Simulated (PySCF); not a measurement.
Dipole response of Ga⁺ (gallium, charge +1)

[Ar] 3d9 4s2 4p1, one real determinant (an excited configuration). Calculation: PySCF 2.14, in ANO-RCC-VTZP (6s5p3d1f, 43 functions); scalar relativity by spin-free X2C-1e. Coupled (time-dependent) response in atomic units; α is the mean over directions. The basis has no added diffuse functions, which lowers α and C₆.

```tsv
method	mean α (bohr³)	α xx, yy, zz	C₆ (like pair)	S(−4)
UHF	18.74	18.05, 18.05, 20.13	110.8	126.9
PBE	17.46	16.36, 16.36, 19.68	100.5	107.9
PBE0	17.69	16.76, 16.76, 19.54	102.3	110.0
r2SCAN0	17.69	16.88, 16.88, 19.32	104.6	105.2
B97-3	17.68	16.72, 16.72, 19.61	102.4	109.1
```

S(−4) is the Cauchy moment in α(ω) = α(0) + S(−4) ω² + …

Spin-orbit coupling is absent.

α(iu) at B97-3:

| u (hartree) | α(iu) (bohr³) |
| --- | --- |
| 0 | 17.68 |
| 0.0500 | 17.42 |
| 0.100 | 16.67 |
| 0.200 | 14.28 |
| 0.300 | 11.62 |
| 0.500 | 7.477 |
| 0.750 | 4.600 |
| 1.00 | 3.119 |
| 1.50 | 1.779 |
| 2.00 | 1.213 |
| 3.00 | 0.7351 |
| 5.00 | 0.4045 |

For an ion, C₆ is the dispersion term alone; charge-induced terms of lower order in 1/R come first.

The components differ because the open shell of this determinant is not spherical; for a pure term their mean is the scalar polarisability.

⟨L²⟩ = 8.04 against 12 for a pure F term, so this real determinant mixes terms.
